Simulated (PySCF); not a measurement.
## Computed spin Hamiltonian

Species: C5H3N2O (doublet state).
Atom-mapped SMILES: `[N:1]#[C:2][C:3]1[O:4][CH2:5][C@@H:6]1[C:7]#[N:8]` (hydrogens: H9, H10 on C5; H11 on C6)

Cartesian coordinates in Å at the GFN2-xTB level; atoms count from 1:
```
atom  x, y, z in Å
N1     2.3852   -1.9134    1.6273
C2     1.6909   -1.0856    1.2032
C3     0.8627   -0.1541    0.6595
O4     0.8228    1.2015    0.8451
C5    -0.2971    1.3298   -0.0363
C6    -0.3046   -0.1944   -0.2931
C7    -1.4654   -0.9023    0.1858
N8    -2.3863   -1.4412    0.5923
H9    -1.1721    1.7227    0.4858
H10   -0.0573    1.9513   -0.9006
H11   -0.0734   -0.5117   -1.3150
```

Method used: UKS B3LYP, pcH-1 on C H N O, non-relativistic, mean-field spin-orbit, GIAO (PySCF). Isolated species at its GFN2-xTB geometry, gas phase. Couplings are sensitive to structure, and on GFN2-xTB geometries they can be far from those on DFT ones. No stability test was run, so a lower SCF solution isn't excluded.

```json
{
  "g1, g2, g3": "2.00211, 2.00383, 2.00471",
  "g_iso": "2.00355",
  "Form of g": "rhombic: the two nearest values differ by 34 % of g3 − g1",
  "⟨S²⟩": "0.7623 (exact 0.7500)",
  "HOMO–LUMO gap, α and β orbitals": "5.11, 6.19 eV"
}
```

Hyperfine couplings atom by atom, in MHz; T1 to T3 are the principal values of the dipolar part:

| atom | isotope | a_iso | T1 | T2 | T3 | Mulliken spin population |
| --- | --- | --- | --- | --- | --- | --- |
| N1 | 14N | 8.9 | -17.9 | -13.8 | 31.7 | 0.37 |
| C2 | 13C | -56.5 | -16.8 | -2.6 | 19.5 | -0.18 |
| C3 | 13C | 65.9 | -61.0 | -60.1 | 121.1 | 0.65 |
| O4 | 17O | -22.6 | -74.9 | 35.8 | 39.1 | 0.16 |
| C5 | 13C | -2.0 | -1.2 | -1.0 | 2.2 | -0.01 |
| C6 | 13C | -23.1 | -2.2 | 0.3 | 1.9 | -0.04 |
| C7 | 13C | 44.9 | -1.8 | -1.6 | 3.4 | 0.02 |
| N8 | 14N | 0.2 | -0.6 | -0.1 | 0.7 | 0.00 |
| H9 | 1H | 7.4 | -3.2 | -2.5 | 5.6 | 0.00 |
| H10 | 1H | 7.3 | -3.2 | -2.4 | 5.7 | 0.00 |
| H11 | 1H | 63.4 | -3.5 | -3.0 | 6.5 | 0.03 |

The largest Mulliken spin populations are on C3 (+0.65), N1 (+0.37), C2 (-0.18) and O4 (+0.16). Three atoms exceed +0.15. The positive populations add up to 1.23 and the negative ones to -0.23, together 2S = 1. The angles at C3 add up to 360.0°, so it is planar.

Axes: g2 points within 3° of the C3–O4 bond and g3 points within 3° of the C3–C6 bond.

Under fast tumbling the dipolar parts average out, and these isotropic splittings remain: 1 × 1H (H11, I = 1/2, 2 lines) with 2.26 mT, 1 × 14N (N1, I = 1, 3 lines) with 0.32 mT, 1 × 1H (H9, I = 1/2, 2 lines) with 0.26 mT and 1 × 1H (H10, I = 1/2, 2 lines) with 0.26 mT.

The 17O coupling of O4 (-22.6 MHz) shows only in satellite lines or after enrichment, since that isotope makes up about 0.038 % of natural oxygen.

The 13C coupling of C3 (65.9 MHz) shows only in satellite lines or after enrichment, since that isotope makes up about 1.07 % of natural carbon.

The spin density at the nucleus, in bohr⁻³, is negative for C2 (-0.0503), C6 (-0.0206) and C5 (-0.0018), for instance. A restricted open-shell determinant has no negative spin density anywhere; here it arises because α and β orbitals differ (spin polarisation).
